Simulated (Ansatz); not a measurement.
Al oxide hydroxide: PBE-D4/def2-TZVPD single points in Ansatz on relaxed structures, gas phase. Each cluster is the lowest isomer that a short search found in that spin, judged at the geometry's level, and lower ones may exist. A negative affinity means that the extra electron isn't bound at that geometry and level; within about 0.2 eV of zero the sign isn't settled. Binding counts from free atoms in the multiplicity of their measured ground term, without zero-point energy. The structures are stationary points that may keep the symmetry of their start. Remarks come from the PBE and PBE0 runs and from stability tests at other levels; not every state was tested. A HOMO above zero means that the electron is unbound at that level and held by the basis, or that self-interaction error raises the level; the energy of removing that electron tells which.

Estimate the order by gap (eV), lowest first.
A. AlO2H (singlet)
B. AlO3H3 (singlet)
C. Al2O6H6 (with an O–O bond) (singlet)

A (2.86), C (4.63), B (5.78).

In full:

```json
{"species": "AlO2H", "atoms": "4", "state": "singlet", "geometry": "PBE-D4/def2-TZVP", "HOMO (eV)": "-6.22", "LUMO (eV)": "-3.37", "gap (eV)": "2.86", "vertical EA (eV)": "0.97", "binding per atom (eV)": "3.82", "point group (within 0.1 Å)": "Cs", "remarks": "HOMO above zero (-1 doublet)"}
{"species": "AlO3H3", "atoms": "7", "state": "singlet", "geometry": "PBE0-D4/def2-TZVP", "HOMO (eV)": "-7.43", "LUMO (eV)": "-1.66", "gap (eV)": "5.78", "vertical EA (eV)": "-0.09", "binding per atom (eV)": "4.15", "point group (within 0.1 Å)": "C3h", "remarks": "HOMO above zero (-1 doublet)"}
{"species": "Al2O6H6 (with an O–O bond)", "atoms": "14", "state": "singlet", "geometry": "r2SCAN-D4/def2-SVP", "HOMO (eV)": "-6.46", "LUMO (eV)": "-1.83", "gap (eV)": "4.63", "vertical EA (eV)": "0.01", "binding per atom (eV)": "3.98", "point group (within 0.1 Å)": "–", "remarks": "HOMO above zero (-1 doublet)"}
```

The gap (eV) runs from 2.86 (AlO2H) to 5.78 (AlO3H3). The vertical EA (eV) runs from -0.09 (AlO3H3) to 0.97 (AlO2H). The binding per atom (eV) runs from 3.82 (AlO2H) to 4.15 (AlO3H3).
